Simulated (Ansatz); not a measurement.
Consider the atomization: `C=C[SiH](C)F` → 3 C• + F• + 7 H• + Si•.

Computed with Ansatz on PBE0-D4/def2-TZVP structures; ΔE is electronic, products minus reactants. CCSD(T)/CBS is the MP2 limit (def2-TZVPP, def2-QZVPP) plus CCSD(T) − MP2 in def2-TZVPP, frozen cores. This one scheme is used for every species, atoms too. For atomizations the MP2-based limit and the directly extrapolated one differ by several kJ/mol either way, and by 10 to 25 for some Ge, Se and Sn compounds, so smaller differences from it don't rank the levels. No spin–orbit coupling; open shells (•) take unrestricted orbitals. Spin–orbit coupling would lower the free atoms: a little for C, F, Si. Each species was taken in one conformer, which may not be the lowest.

```json
{"species": "`C=C[SiH](C)F`", "CCSD(T)/CBS(def2) energy (Eh)": "-507.30538"}
{"species": "C•", "CCSD(T)/CBS(def2) energy (Eh)": "-37.79194"}
{"species": "F•", "CCSD(T)/CBS(def2) energy (Eh)": "-99.66871"}
{"species": "H•", "CCSD(T)/CBS(def2) energy (Eh)": "-0.50000"}
{"species": "Si•", "CCSD(T)/CBS(def2) energy (Eh)": "-288.94402"}
```

Q: Work out ΔE.

A: ΔE = 7 × (-0.50000) + 3 × (-37.79194) + (-99.66871) + (-288.94402) − (-507.30538) = 1.81683 Eh = +1140.1 kcal/mol.

Largest T1 diagnostic among the species: 0.012.

At CCSD(T), def2-SVP lies −59.6 kcal/mol from the extrapolated value and def2-TZVPP −26.8 kcal/mol: correlation converges slowly with the basis, and small sets miss more of it in the bonded molecule than in its fragments. From BLYP to BHLYP (50 % exact exchange), in def2-TZVPP and without D4, ΔE moves by −15.8 kcal/mol: exact exchange takes away binding that semilocal exchange gives to molecules.
